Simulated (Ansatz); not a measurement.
```xyz
2

Mo    0.0000    0.0000    0.0000
H     0.0000    0.0000    3.5000
```

Basis set: pcseg-2 on H; def2-TZVPP on Mo (spherical functions, with the set's core potentials past Kr). Some runs use density fitting. Charge 0, multiplicity 6.

Computed with Ansatz (development build ahead of 0.2.0); each method stands on the lowest determinant of its kind that the runs found.

Give the atomization energy at this shape (free ground-state atoms in the same class of orbitals less the molecule, no zero-point energy) of sextet MoH by PBE (unrestricted), PBE0 (unrestricted).

| method | atomization energy |
| --- | --- |
| PBE (unrestricted) | 0.15 eV |
| PBE0 (unrestricted) | 0.11 eV |

Caution: charge can spread falsely over distant fragments; other spin multiplicities were not run; the shape is not the minimum; the unrestricted determinant is a mixture of spin states.
